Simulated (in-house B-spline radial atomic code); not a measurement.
Se3+: [Ar] 3d10 4s(1 up, 0 down) 4p(1 up, 1 down) (an excited or competing configuration)

Computed with a radial B-spline atomic code at the basis-set limit: non-relativistic LC-wPBE, spin-polarised, spherical fractional occupations, point nucleus.

Screening seen three ways: the hydrogenic charge with the same mean radius, Z_r = [3n² - l(l+1)]/(2<r>), the one with the same energy, Z_e = n√(-2ε), and Slater's rules. Values are occupation-weighted means over spin.

```json
{"shell": "1s", "electrons": "2", "ε (eV)": "-12347", "<r> (bohr)": "0.04499", "Z_r": "33.34", "Z_e": "30.12", "Slater": "33.70"}
{"shell": "2s", "electrons": "2", "ε (eV)": "-1606.3", "<r> (bohr)": "0.1999", "Z_r": "30.01", "Z_e": "21.73", "Slater": "29.85"}
{"shell": "2p", "electrons": "6", "ε (eV)": "-1446.7", "<r> (bohr)": "0.1728", "Z_r": "28.94", "Z_e": "20.62", "Slater": "29.85"}
{"shell": "3s", "electrons": "2", "ε (eV)": "-250.5", "<r> (bohr)": "0.5845", "Z_r": "23.10", "Z_e": "12.87", "Slater": "22.75"}
{"shell": "3p", "electrons": "6", "ε (eV)": "-195.53", "<r> (bohr)": "0.5936", "Z_r": "21.06", "Z_e": "11.37", "Slater": "22.75"}
{"shell": "3d", "electrons": "10", "ε (eV)": "-98.096", "<r> (bohr)": "0.6229", "Z_r": "16.86", "Z_e": "8.06", "Slater": "12.85"}
{"shell": "4s", "electrons": "1", "ε (eV)": "-54.986", "<r> (bohr)": "1.656", "Z_r": "14.49", "Z_e": "8.04", "Slater": "8.00"}
{"shell": "4p", "electrons": "2", "ε (eV)": "-35.567", "<r> (bohr)": "1.901", "Z_r": "12.10", "Z_e": "6.47", "Slater": "8.00"}
```

The least bound orbital is 4p down at -34.67 eV, and it is also the most diffuse (<r> = 1.914 bohr).

Caution: exact exchange at fractional occupations of open shells leaves self-interaction of up to several eV.
